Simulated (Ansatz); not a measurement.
Z-matrix (Å, degrees):
```
Sn
Cl 1 2.312
Cl 1 2.312 2 109.6
N 1 2.000 2 104.8 3 111.9
H 1 1.701 2 107.7 3 -117.0
H 4 1.012 1 114.2 2 60.1
H 4 1.012 1 114.1 2 -173.5
```

Total charge 0; spin multiplicity 1. Sn takes the def2 core potential.

Task: List the PBE0/def2-TZVPP orbital energies in eV (the Gaussian-basis code of Ansatz). (Estimate.)

Result: The calculation gave: Occupied: -2767.31, -2767.31, -391.62, -259.15, -259.14, -197.43, -197.42, -197.29, -197.29, -197.28, -197.28, -141.38, -96.08, -96.03, -95.92, -29.95, -29.95, -29.80, -29.70, -29.68, -23.95, -22.73, -22.40, -14.79, -14.00, -11.45, -10.72, -10.66, -9.33, -9.24, -9.12, -9.09, -8.11. Lowest empty: -1.35, -0.26, -0.20, 1.42, 2.23, 2.29, 2.47, 3.12.
